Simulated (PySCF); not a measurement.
This PySCF input asks for the NMR shieldings of SMILES C=C(F)BCOCC, C$_{5}$H$_{10}$BFO; the geometry comes from GFN2-xTB.

```python
import basis_set_exchange as bse
import numpy as np
from pyscf import gto, dft
from pyscf.prop import nmr

atoms = """
C     2.205828    1.228371    0.114856
C     2.598038    0.053563   -0.380053
F     3.944661   -0.094202   -0.589977
B     1.722393   -1.162639   -0.751916
C     0.163674   -1.228251   -0.521787
O    -0.450949   -0.072457    0.012796
C    -1.833014   -0.224780    0.245612
C    -2.384105    1.089047    0.776218
H     1.162059    1.396899    0.298118
H     2.908000    2.016402    0.336096
H     2.224572   -2.109796   -1.219142
H    -0.330999   -1.493687   -1.474385
H    -0.042737   -2.087969    0.143237
H    -2.345222   -0.501961   -0.690783
H    -2.005002   -1.033499    0.975394
H    -2.212942    1.879480    0.050644
H    -1.882438    1.354827    1.702773
H    -3.450577    0.996970    0.960643
"""
names = dict.fromkeys(["C", "F", "B", "O", "H"], "pcSseg-1")
basis = {el: gto.basis.parse(bse.get_basis(n, elements=[el], fmt="nwchem")) for el, n in names.items()}
mol = gto.M(atom=atoms, basis=basis, charge=0, verbose=0)
mf = dft.RKS(mol, xc="PBE0")
mf.grids.level = 2
mf.grids.alignment = dft.numint.BLKSIZE   # the property module wants whole blocks of grid points
mf.conv_tol = 1e-9
mf.kernel()

calc = nmr.RKS(mf)   # GIAO
C = mf.mo_coeff
Co = C[:, mf.mo_occ > 0]
resp = mf.gen_response(singlet=True, hermi=2)
def vind(x):   # induced exchange potential for any number of trial vectors
    d = np.einsum("pi,xij,qj->xpq", C, 2 * x.reshape(-1, C.shape[1], Co.shape[1]), Co, optimize=True)
    return np.einsum("xpq,pi,qj->xij", resp(d - d.transpose(0, 2, 1)), C, Co, optimize=True).ravel()
mo1, _ = nmr.rhf.solve_mo1(calc, with_cphf=vind)
sigma = calc.kernel(mo1)
for i, s in enumerate(sigma):   # ppm
    w = np.linalg.eigvalsh((s + s.T) / 2)
    print("%2d %-2s iso %8.1f  s11 %8.1f  s22 %8.1f  s33 %8.1f" % (i, mol.atom_pure_symbol(i), w.mean(), *w))
```

Question: Give the expected output.

Answer: 
```
 0 C  iso     49.9  s11    -61.3  s22     55.1  s33    155.8
 1 C  iso      2.2  s11   -102.5  s22     36.9  s33     72.2
 2 F  iso    264.2  s11    151.4  s22    301.9  s33    339.3
 3 B  iso     32.3  s11    -27.4  s22      5.5  s33    118.9
 4 C  iso    108.5  s11     80.7  s22     88.2  s33    156.4
 5 O  iso    293.2  s11    268.8  s22    292.8  s33    318.1
 6 C  iso    113.2  s11     78.1  s22     96.1  s33    165.4
 7 C  iso    168.8  s11    152.9  s22    167.8  s33    185.8
 8 H  iso     24.4  s11     21.3  s22     23.8  s33     28.2
 9 H  iso     25.2  s11     22.7  s22     24.7  s33     28.3
10 H  iso     25.0  s11     20.4  s22     26.7  s33     27.9
11 H  iso     27.4  s11     23.7  s22     25.3  s33     33.3
12 H  iso     27.6  s11     24.0  s22     25.3  s33     33.3
13 H  iso     28.2  s11     24.4  s22     27.8  s33     32.5
14 H  iso     28.2  s11     24.4  s22     27.6  s33     32.6
15 H  iso     30.3  s11     26.7  s22     28.6  s33     35.5
16 H  iso     30.3  s11     26.6  s22     28.6  s33     35.5
17 H  iso     30.7  s11     26.7  s22     27.8  s33     37.5
```

These numbers come from an equivalent density-fitted implementation of the same equations, which agrees with the script to about 0.01 ppm for H and up to a few tenths of a ppm for heavy atoms, so last digits may differ.

Size and cost of the density-fitted run: 186 basis functions, 30 s wall time on 1 thread of an Arm Neoverse V1, shared host; peak memory 0.87 GiB.
